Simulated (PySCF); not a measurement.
# Germanium: a sound run and one with changed settings

Sound run: Ge [Ar] 3d10 4s2 4p2, Ge⁺ [Ar] 3d10 4s2 4p1. All numbers are calculated (PySCF 2.14, scalar relativity by spin-free X2C-1e, in x2c-SVPall (5s4p3d, 32 functions)). In the sound run the correlated levels freeze [Ar] 3d10. The sound run starts from symmetry-adapted Hartree-Fock orbitals and uses a fine grid where one is needed.

A second run was set up differently.

| species | method | sound run (hartree) | changed run (hartree) | converged |
| --- | --- | --- | --- | --- |
| Ge | UHF | -2096.68569 | -2096.68569 | yes |
| Ge | B3LYP | -2098.40304 | -2098.40304 | yes |
| Ge | TPSS | -2098.32721 | -2098.32721 | yes |
| Ge | MP2 | -2096.72653 | -2096.72201 | yes |
| Ge | CCSD(T) | -2096.74287 | -2096.74287 | yes |
| Ge⁺ | UHF | -2096.41326 | -2096.41326 | yes |
| Ge⁺ | B3LYP | -2098.11410 | -2098.11410 | yes |
| Ge⁺ | TPSS | -2098.03725 | -2098.03725 | yes |
| Ge⁺ | MP2 | -2096.44531 | -2096.44174 | yes |
| Ge⁺ | CCSD(T) | -2096.46063 | -2096.46063 | yes |

Ionisation energy of Ge:

| method | sound run (eV) | changed run (eV) |
| --- | --- | --- |
| UHF | 7.413 | 7.413 |
| B3LYP | 7.863 | 7.863 |
| TPSS | 7.890 | 7.890 |
| MP2 | 7.652 | 7.626 |
| SCS-MP2 | 7.588 | 7.569 |
| CCSD | 7.671 | 7.671 |
| CCSD(T) | 7.680 | 7.680 |

(1) What was changed?
A. all electrons correlated in a valence basis
B. level shift left on
C. a valence shell is frozen
D. minimal basis

## Answers

(1) B. It used initial guess minao, at most 50 SCF cycles, level shift 0.1 hartree. A level shift leaves the converged SCF energy unchanged but raises the virtual orbital energies, which shrinks MP2 if it is not removed.
